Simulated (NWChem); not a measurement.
# Polarisability of hydronium (H₃O (+1))

```
O
H 1 0.9860
H 1 0.9860 2 112.06
H 1 0.9860 2 112.06 3 -126.98
```
Charge +1, spin multiplicity 1.

All runs are NWChem calculations. All single points use one geometry, from B3LYP/def2-SVP, a minimum by its harmonic frequencies.

Basis set: aug-cc-pVDZ. Static limit.

The correlated methods keep 1 core orbital frozen. B3LYP has NWChem's definition, with VWN1-RPA local correlation. Coupled-cluster values serve here as a point of comparison, not as the truth.

Problem. Order these methods by the isotropic polarisability they give, lowest first: HF, BHandHLYP, CCSD linear response, PBE.

Solution. HF (6.24 bohr³), BHandHLYP (6.44 bohr³), CCSD linear response (6.66 bohr³), PBE (6.77 bohr³)
